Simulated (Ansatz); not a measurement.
B₆N. Charge 0, multiplicity 2. Geometry B3LYP-D4/def2-SVP, basis def2-TZVP, Ansatz.

Cartesian coordinates in Å:
```
N -1.352 -0.857 0.933
B 0.216 0.965 -1.062
B -0.661 0.292 1.094
B 0.493 1.250 0.500
B 1.446 0.089 -0.085
B -0.650 -1.123 -0.189
B 0.508 -0.615 -1.191
```

```
run  HOMO (eV)  LUMO (eV)
  A      -7.80      -1.35
  B      -5.28      -3.95
  C      -8.05      -1.17
  D      -6.21      -3.01
  E      -5.57      -3.65
```

The structure comes from a short search, and lower isomers may exist.

HOMO and LUMO are taken over both spins.

The runs used PBE, PBE0, r2SCAN, ωB97M-V, ωB97X-V. Estimate which is which.

A ωB97M-V (range-separated); B PBE (0 % exact exchange); C ωB97X-V (range-separated); D PBE0 (25 % exact exchange); E r2SCAN (0 % exact exchange). Exact exchange lowers occupied and raises empty levels; among semilocal functionals meta-GGAs tend to open the gap a little, and such runs are hard to tell apart. The gap grows from 1.33 eV (PBE) to 6.88 eV (ωB97X-V).
